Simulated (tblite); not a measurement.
Species: C5H8F5Si (charge +1).
Numbering: `[CH3:1][Si+:2]([CH3:3])[CH2:4][C:5]([F:6])([F:7])[C:8]([F:9])([F:10])[F:11]` (hydrogens: H12, H13, H14 on C1; H15, H16, H17 on C3; H18, H19 on C4)

Computed geometry: GFN2-xTB, gas phase.

(1) Give the optimised bond lengths and angles.

Results:

(1) 
```csv
bond,length (pm),order
"C1–Si2, Si2–C3",187.7,single
Si2–C4,191.0,single
C4–C5,152.3,single
C5–F6,133.9,single
C5–F7,135.8,single
C5–C8,155.3,single
C8–F9,133.5,single
C8–F10,135.8,single
C8–F11,130.6,single
C1–H12 and 5 like bonds,109.3,single
"C4–H18, C4–H19",109.4,single
```

Bonds in one row agree within 1 pm and their mean is given. Orders are formal, as drawn. A selection of angles:
```csv
angle,degrees
C1–Si2–C3,131.3
C1–Si2–C4,113.7
C3–Si2–C4,115.0
Si2–C4–C5,110.1
C4–C5–F6,111.6
C4–C5–F7,110.1
C4–C5–C8,111.6
F6–C5–F7,107.2
F6–C5–C8,109.5
F7–C5–C8,106.7
C5–C8–F9,110.5
C5–C8–F10,107.4
C5–C8–F11,114.7
F9–C8–F10,105.3
F9–C8–F11,109.7
```

Dihedral angles: C1–Si2–C4–C5 109° (anticlinal); Si2–C4–C5–F6 -175° (antiperiplanar); C4–C5–C8–F9 -46° (synclinal). The mirror-image conformer, all signs reversed, is as good.

The C–Si distances run from 1.876 Å (Si2–C3, drawn single) to 1.910 Å (Si2–C4, drawn single), a spread of 0.034 Å. The 2 C–C bonds span 1.523 Å (C4–C5, drawn single) to 1.553 Å (C5–C8, drawn single), a spread of 0.030 Å. The 5 C–F bonds span 1.306 Å (C8–F11, drawn single) to 1.358 Å (C8–F10, drawn single), a spread of 0.052 Å. Of the pairs four or more bonds apart, Si2···F10 is among the closest relative to their van der Waals radii: 2.61 Å, 73 % of the sum of Bondi's values. Si2 (silicon bonded to 3 C) is planar (angles 131.3°, 115.0° and 113.7°, sum 360.0°, 0.01 Å off the plane of its three neighbours).

Point group: C1 (no symmetry element, even within 0.4 Å). Its lowest GFN2-xTB frequency is 18i cm⁻¹, too small to tell a flat minimum from a shallow saddle.
